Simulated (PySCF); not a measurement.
## Spin-orbit coupling and the first ionisation energy along the 5p block

Two-component X2C-1e calculated with PySCF 2.14: MP2 on generalised Hartree-Fock spinors (GMP2), with spin-orbit coupling off and on (screened by Boettger's factors); no Breit or QED terms. Values in eV; the references (NIST) lie between the lowest levels. Elements whose determinants are no pure J levels are left out.

```
                             element                         configurations  spin-free  with spin-orbit   shift  reference
In (x2c-SVPall-2c, [Ar] 3d10 frozen)      [Kr] 4d10 5s2 5p1 → [Kr] 4d10 5s2      5.348            5.540   0.192      5.786
Te (x2c-SVPall-2c, [Ar] 3d10 frozen)  [Kr] 4d10 5s2 5p4 → [Kr] 4d10 5s2 5p3      8.114            8.339   0.225      9.010
 I (x2c-SVPall-2c, [Ar] 3d10 frozen)  [Kr] 4d10 5s2 5p5 → [Kr] 4d10 5s2 5p4     10.110            9.945  -0.165     10.451
Xe (x2c-SVPall-2c, [Ar] 3d10 frozen)               [Xe] → [Kr] 4d10 5s2 5p5     12.239           11.823  -0.416     12.130
```

The largest shift is at Xe, -0.416 eV, where spin-orbit coupling lowers the species with fewer electrons by more than the one with more (starting occupations closed and 5p1/2^2 5p3/2^3).

What remains against the references is mostly the basis and correlation beyond MP2.
